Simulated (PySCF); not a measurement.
Structure problem from calculated spectra and properties.

Elements present: C, H, P and S. Monoisotopic mass: 146.0319 u.

| Item | Value |
| --- | --- |
| Dipole | 2.99 D [B3LYP/def2-SVPD] |
| Triplet | lowest triplet excitation (Tamm–Dancoff): 3.13 eV [TDA B3LYP/def2-SVPD] |
| Rotational structure | rotational constants A, B, C: 2.318, 0.743, 0.624 GHz [PBE0-D3(BJ)/def2-SVP] |
| Polarisability | 131.3 au [B3LYP/def2-SVPD] |
| 13C NMR | chemical shifts (computed TMS as zero) by class: 267.2 (1 C), 123.5 (1 C), 40.3 (1 C), 24.8 (2 C), 18.9 (1 C) ppm [GIAO PBE0/pcSseg-1] |
| UV, strongest line | among the 10 lowest singlet transitions: S9 at 5.99 eV (207 nm, f = 0.563) [TDDFT B3LYP/def2-SVPD] |

Electronic properties: PySCF, gas phase, density fitting. Levels stand in brackets. One conformer (not necessarily the lowest) at the PBE0-D3(BJ)/def2-SVP geometry, without solvent, vibrations or thermal averaging. NMR values are class means; diastereotopic atoms form classes of their own.

Problem. Which formula fits the mass and the elements?

Solution. C6H11PS (calculated 146.0319). No other formula that holds each of these elements comes within 0.0003 u with a fitting electron parity and a possible valence count.

Problem. What is the compound? Reason from the data.

Solution. Numbering: `[CH3:1][S:2][CH2:3][P:4]=[C:5]=[C:6]([CH3:7])[CH3:8]`. 6 carbons fall into 5 classes; from least to most shielded: central carbon of cumulated double bonds [C5] (267.2 ppm), outer carbon of cumulated double bonds [C6] (123.5 ppm), sp3 carbon bound to sulfur [C3] (40.3 ppm), methyl carbon [C7/C8] (24.8 ppm, 2 C), S-methyl carbon [C1] (18.9 ppm). The optimised geometry has point group C1 and is an asymmetric top. Structure: `CC(C)=C=PCSC`. Computed isomers that give other values at the same levels: `CC1=CC[P@](C)(=S)C1` (rotational constant A: 2.794 GHz; this holds for the one conformer computed); `S=[P@]12CC[C@H](CC1)C2` (static isotropic polarisability: 112.2 au). The assignments are read from this structure; whether some other isomer fits the data as well wasn't checked.

Shape of the structure used: `[CH3:1][S:2][CH2:3][P:4]=[C:5]=[C:6]([CH3:7])[CH3:8]`: C1–S2–C3–P4 71°, S2–C3–P4–C5 -102°.
